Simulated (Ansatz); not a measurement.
Two isomers of C2H10Si3: A = `[SiH3]CC1[SiH2][SiH2]1`, B = `C=C[SiH]([SiH3])[SiH3]`.

Isolated molecules relaxed with PBE0-D4/def2-TZVP in Ansatz; ΔE leaves out vibrations. CCSD(T)/CBS adds triple-zeta CCSD(T) − MP2 to the extrapolated MP2 energy (def2 sets, frozen cores). Functionals use def2-TZVPP. B3LYP here is the variant with VWN-RPA as its local correlation; programs differ in this. Each species was taken in one conformer, which may not be the lowest.

Problem. Which isomer does CCSD(T)/CBS put lower? Give the gap. (Best estimate.)

Solution. The calculation gave: B, by 49.2 kJ/mol.

Problem. Give E(B) − E(A) in kJ/mol with CCSD(T)/def2-TZVPP, PBE-D4, B3LYP, MP2/def2-TZVPP, B2PLYP, ωB97M-V, r2SCAN-D4. (Estimate.)

Solution. Computed: CCSD(T)/def2-TZVPP -51.5, PBE-D4 -45.8, B3LYP -64.3, MP2/def2-TZVPP -34.9, B2PLYP -55.2, ωB97M-V -38.8, r2SCAN-D4 -43.6. None reverses the order clearly.

Largest T1 diagnostic: 0.013.

In def2-TZVPP, CCSD(T) changes the Hartree–Fock value by +30.5 kJ/mol (the triples alone add +2.4 kJ/mol) and MP2 by +47.1 kJ/mol. The D4 term adds +4.4 kJ/mol with B3LYP and +1.9 kJ/mol with PBE0; it sums over pairs of atoms, weighted by their polarisabilities, and B3LYP, whose exchange is more repulsive, gets the larger term.
